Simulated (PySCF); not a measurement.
Excitation energy of S(2+) by level of theory

S(2+) [Ne] 3s2 3p2 (3P) → S(2+) [Ne] 3s1 3p2 3d1 (high-spin determinant), as a difference of total energies. Calculation: PySCF 2.14, in aug-cc-pV(Q+d)Z; no relativity, point nucleus. Correlated levels: valence: [Ne] frozen. The calculations carry no spin-orbit coupling.

```tsv
method	excitation energy (eV)
UHF	22.086
MP2 (valence)	23.260
SCS-MP2 (valence)	23.911
CCSD (valence)	22.742
CCSD(T) (valence)	22.629
```

Question: How much does correlation contribute at CCSD(T) (valence)?

Answer: 22.629 − (22.086) = 0.543 eV, measured against UHF.

A first-order spin-orbit estimate (lowest level to lowest level, LS coupling) adds 0.016 eV.

The promoted electron is Rydberg-like, and one or two diffuse shells describe it only roughly, which tends to raise the upper state.

The coupled-cluster amplitudes are large for the upper state (T1 above 0.03 or a double amplitude above 0.15), so a single reference is strained.

The determinant of the upper state mixes LS terms, which raises its energy above the lowest term, most at the Hartree-Fock and MP2 levels.
